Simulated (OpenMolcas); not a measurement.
An OpenMolcas run meant for Rh VI (ANO-R2, X2C; inactive shells 1s 2s 2p 3s 3p 3d 4s 4p; intended active space 4 electrons in 5 orbitals (4d)). One step of its input:

```
&RASSCF
FileOrb=start.orb
Symmetry=1
Spin=5
nActEl=5 0 0
Inactive=9 9
Ras2=5 0
CIRoot=5 5 1
SDav=5
CIMx=300
Iter=82 100
PrWF=0.3
OrbListing=Nothing
MaxOrb=0
Atom
>>> COPY $Project.JobIph JOB001
```

Lines from the output:

```
--- SEWARD ---
Basis set label: RH.ANO-R...7S5P4D2F1G.

      Electronic valence basis set:
      ------------------
      Associated Effective Charge  45.000000 au
      Associated Actual Charge     45.000000 au
      Nuclear Model: Finite nucleus - Gaussian distribution
        Gaussian exponent, Xi/bohr**(-2):  2.08466E+08

      Shell  nPrim  nBasis  Cartesian Spherical Contaminant
         s      23       7        X
         p      16       5        X
         d      12       4                 X
         f       6       2                 X
         g       5       1                 X
                  Relativistic X2C integrals
                  Atomic mean-field integrals
--- RASSCF ---

 Nr of active orbitals     NAC=   5
 Spin degeneracy         ISPIN=   5
 There can be no such wave function.
 ************************************************
--- Stop Module: rasscf at  /rc=_RC_INPUT_ERROR_ ---
.####################.
.# User input error #.
.####################.
```

Q: What is wrong with the input?

A: nActEl holds one electron too many for this ion, which clashes with the multiplicity.
